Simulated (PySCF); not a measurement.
## Pt³²⁺: ionisation energy

Pt³²⁺ [Kr] 4d10 (1S) → Pt³³⁺ [Kr] 4d9 (2D), as a difference of total energies. Computed with PySCF 2.14 in an even-tempered Gaussian basis (19 s from 2.8 bohr⁻², ratio 2.5; 14 p from 3.6 bohr⁻², ratio 2.5; 9 d from 3.6 bohr⁻², ratio 2.5; 4 f from 20 bohr⁻², ratio 2.7; 3 g from 30 bohr⁻², ratio 2.7), with the spin-free X2C one-electron Hamiltonian (Gaussian nucleus). The calculations carry no spin-orbit coupling.

| method | ionisation energy (eV) |
| --- | --- |
| UHF | 1411.8 |
| revPBE | 1411.9 |
| TPSSh | 1411.9 |

Breit and QED terms and the two-electron picture change are absent.

The reference lies between the lowest fine-structure levels, while these numbers refer to the centres of the terms.

For comparison: 1402 ± 4 eV (theoretical estimate listed by NIST; NIST Atomic Spectra Database, ionization energies).
